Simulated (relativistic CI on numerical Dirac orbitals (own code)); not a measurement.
Slater and spin-orbit integrals, Tl⁴⁰⁺

Calculated at this level of theory: Dirac-Coulomb-Breit CI, orbitals from a KLI potential per configuration, QED by a radiative potential, unscaled Slater integrals (own radial code, finite nucleus).

Slater integrals F^k, G^k are unscaled and averaged over j, outside the closed core [Ar] 3d10; ζ comes from projecting the Hamiltonian with its Breit term on Σ l·s of the shell.

- 4s2 4p6 4d5: F^2(4d,4d) = 267650, F^4(4d,4d) = 182300, ζ(4d) = 94139 cm⁻¹; <r>(4d) = 0.3742, <r^2>(4d) = 0.1602 (bohr units).
- 4s2 4p6 4d4 4f: F^2(4d,4d) = 267490, F^4(4d,4d) = 182190, ζ(4d) = 94039, F^2(4d,4f) = 269770, F^4(4d,4f) = 175400, G^1(4d,4f) = 271250, G^3(4d,4f) = 189130, G^5(4d,4f) = 139630, ζ(4f) = 17681 cm⁻¹; <r>(4d) = 0.3745, <r^2>(4d) = 0.1604, <r>(4f) = 0.3485, <r^2>(4f) = 0.1375 (bohr units).
- 4s2 4p5 4d6: ζ(4p) = 764460, F^2(4d,4d) = 267580, F^4(4d,4d) = 182250, F^2(4p,4d) = 268320, G^1(4p,4d) = 332080, G^3(4p,4d) = 212860, ζ(4d) = 93814 cm⁻¹; <r>(4p) = 0.3732, <r^2>(4p) = 0.1578, <r>(4d) = 0.3743, <r^2>(4d) = 0.1602 (bohr units).

Task: Give the Racah parameters of the d shell in 4s2 4p6 4d5.

Result: B = F²/49 − 5F⁴/441 = 3395 cm⁻¹ and C = 35F⁴/441 = 14468 cm⁻¹.

Averages of the first 9 configurations, taken without configuration mixing, which lowers the lowest level and can move excited configurations by several eV; other configurations of the list can lie among them:

| Configuration | Parity | States | Average energy above the lowest level (eV) |
| --- | --- | --- | --- |
| 4s2 4p6 4d5 | even | 252 | 61.6 |
| 4s2 4p6 4d4 4f | odd | 2940 | 307.5 |
| 4s2 4p5 4d6 | odd | 1260 | 326.0 |
| 4s 4p6 4d5 4f | odd | 7056 | 795.5 |
| 4p6 4d7 | even | 120 | 1047.5 |
| 4p5 4d8 | odd | 270 | 1308.3 |
| 4s2 4p6 4d3 5s2 | even | 120 | 1254.6 |
| 4s2 4p6 4d2 4f 5s2 | odd | 630 | 1499.6 |
| 4s 4p6 4d3 4f 5s2 | odd | 3360 | 1988.3 |
